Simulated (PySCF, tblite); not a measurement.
Question: What does the GFN2-xTB structure of InChI=1S/C6H14NP/c1-5-8(4)6-7(2)3/h5H,1,6H2,2-4H3 look like in three dimensions?

Answer: 
```
atom  x, y, z in Å
C1    -3.3924   -0.0445   -1.0191
C2    -2.2696    0.6531   -0.9523
P3    -1.1103    0.7015    0.4473
C4    -1.3425   -0.9797    1.1745
C5     0.4118    0.3076   -0.5722
N6     1.4796   -0.1066    0.3066
C7     1.9596    0.9958    1.1090
C8     2.5562   -0.7573   -0.4104
H9    -3.6986   -0.7136   -0.2325
H10   -4.0542    0.0236   -1.8685
H11   -2.0085    1.3429   -1.7483
H12   -2.2186   -0.9821    1.8197
H13   -1.4509   -1.7307    0.3937
H14   -0.4611   -1.1986    1.7740
H15    0.6748    1.1952   -1.1778
H16    0.1705   -0.5140   -1.2548
H17    2.4133    1.7946    0.5020
H18    1.1185    1.4162    1.6614
H19    2.6995    0.6285    1.8188
H20    2.1615   -1.6174   -0.9503
H21    3.2963   -1.1083    0.3080
H22    3.0545   -0.0883   -1.1296
```

Orientation and origin are arbitrary. Atoms count from 1 in this order. Of the pairs four or more bonds apart, P3···H18 is among the closest relative to their van der Waals radii: 2.64 Å, 88 % of the sum of Bondi's values. N6 (tertiary amine nitrogen) is pyramidal (angles 112.2°, 111.8° and 111.4°, sum 335.3°, 0.42 Å off the plane of its three neighbours). P3 (phosphine phosphorus) is pyramidal (angles 101.5°, 97.2° and 95.4°, sum 294.0°, 0.90 Å off the plane of its three neighbours). The C–P distances run from 1.818 Å (C2–P3, drawn single) to 1.874 Å (P3–C5, drawn single), a spread of 0.056 Å.

Bonds between heavy atoms (Å): C1=C2 1.324, C2–P3 1.818, P3–C4 1.846, P3–C5 1.874, C5–N6 1.444, N6–C7 1.446, N6–C8 1.448.

Computed geometry: GFN2-xTB, gas phase.

Point group: C1 (no symmetry element, even within 0.4 Å). Its GFN2-xTB frequencies are all real (lowest 47 cm⁻¹). The numbers are those of one conformer (C1–C2–P3–C4 30°, C2–P3–C5–N6 -164°, P3–C5–N6–C7 -69°). 3 starts were optimised and ended at 0.00, 0.00 and 0.49 kcal/mol (GFN2-xTB); the lowest of these is shown.
